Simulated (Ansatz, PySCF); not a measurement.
Sb(Br)(TeH)2 (BrH2SbTe2), SMILES [Br][Sb]([TeH])[TeH]. Atoms are numbered in the order given.

```xyz
6

Sb    -0.7625    -0.3851     0.7177
Br     1.3939    -0.8190     2.0153
Te    -0.2778     2.2017    -0.1446
H     -0.2051     2.7328     1.4345
Te    -0.0945    -1.3390    -1.7947
H     -1.1546    -2.6105    -1.5954
```
Charge 0, spin multiplicity 1.

Coordinates come from a PBE0-D3(BJ)/def2-SVP optimisation. The def2 effective core potentials stand for the cores of Sb, Te; spin–orbit coupling is left out.

Two levels are set side by side: PBE-D3(BJ)/def2-SVP (Ansatz, an electronic-structure program) and PBE0-D3(BJ)/def2-SVP (Ansatz). Each level has its own optimised geometry; the coordinates shown are those of the second. Frequencies come from the Hessian of PySCF at each geometry. Differences are taken from unrounded values.

| quantity | PBE0-D3(BJ) | PBE-D3(BJ) | PBE-D3(BJ) minus PBE0-D3(BJ) |
|---|---|---|---|
| mean bond length (Å) | 2.285 | 2.311 | 0.026 |
| bond Sb1–Br2 (Å) | 2.554 | 2.586 | 0.032 |
| bond Sb1–Te3 (Å) | 2.769 | 2.800 | 0.031 |
| bond Sb1–Te5 (Å) | 2.769 | 2.802 | 0.032 |
| bond Te3–H4 (Å) | 1.668 | 1.685 | 0.017 |
| bond Te5–H6 (Å) | 1.667 | 1.685 | 0.018 |
| highest harmonic wavenumber (cm⁻¹) | 2136 | 2044 | -92 |
| mean harmonic wavenumber (cm⁻¹) | 541 | 517 | -25 |
| zero-point energy (kcal/mol) | 9.29 | 8.87 | -0.42 |

GGA bonds tend to be longer and softer than those of functionals with exact exchange. Differences between two approximate levels are no errors against the true value.
